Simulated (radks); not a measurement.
Task: Species: W. Configuration: [Xe] 4f14 5d4 6s2. Calculated with a radial shooting solver on a logarithmic mesh with Libxc functionals: Dirac Kohn-Sham, revPBE, spin-unpolarised, spherical densities, finite nucleus; open shells are shared between the two j in proportion to 2j + 1; Fermi nuclear charge, rms radius 5.3658 fm.

Spin-orbit splittings of the eigenvalues, e(l+1/2) - e(l-1/2), with zeta = 2 splitting/(2l+1) and mean radii in bohr:

shell  occ.  splitting (eV)  zeta (eV)  <r> j=l-1/2  <r> j=l+1/2
2p        6            1353      901.7      0.06365      0.07161
3p        6           292.5      195.0       0.1905       0.2053
3d       10               ?          ?       0.1797       0.1842
4p        6           67.76      45.17       0.4546       0.4878
4d       10           12.49      4.995       0.5047       0.5162
4f       14           2.237     0.6392       0.6029       0.6126
5p        6           9.807      6.538        1.177        1.282
5d        4          0.7285     0.2914        2.017        2.117

Estimate the 3d splitting.

Result: 63.61 eV (zeta = 25.44 eV).
